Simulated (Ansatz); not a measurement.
Start from `NC(O)O` and change one element to get `N[SiH](O)O`.

Ansatz, PBE0-D4/def2-TZVP geometries, multiplicity 1. Each molecule was computed in one conformer, which needn't be the lowest.

```csv
property,`NC(O)O`
HOMO energy (ωB97M-V/def2-TZVPP) / eV,-10.01
HOMO–LUMO gap (B3LYP/def2-TZVPP) / eV,8.02
LUMO energy (ωB97M-V/def2-TZVPP) / eV,2.46
zero-point energy (PBE0-D4/def2-TZVP) / kJ/mol,196.4
HOMO–LUMO gap (PBE/def2-TZVPP) / eV,6.27
HOMO energy (B3LYP/def2-TZVPP) / eV,-7.36
```

(1) Give the same properties after the change, and the shifts. (Estimate.)

Answers

(1) Computed: 
```tsv
property	`N[SiH](O)O`	shift
HOMO energy (ωB97M-V/def2-TZVPP) / eV	-10.16	-0.15
HOMO–LUMO gap (B3LYP/def2-TZVPP) / eV	7.80	-0.22
LUMO energy (ωB97M-V/def2-TZVPP) / eV	2.05	-0.41
zero-point energy (PBE0-D4/def2-TZVP) / kJ/mol	168.5	-27.9
HOMO–LUMO gap (PBE/def2-TZVPP) / eV	6.11	-0.16
HOMO energy (B3LYP/def2-TZVPP) / eV	-7.53	-0.17
```

With PBE0 the HOMO falls by 0.19 eV and the LUMO falls by 0.41 eV, so the gap narrows by about 0.22 eV. PBE moves the HOMO by -0.23 eV and ωB97M-V by -0.15 eV.

B3LYP here is the variant with VWN-RPA as its local correlation; programs differ in this.
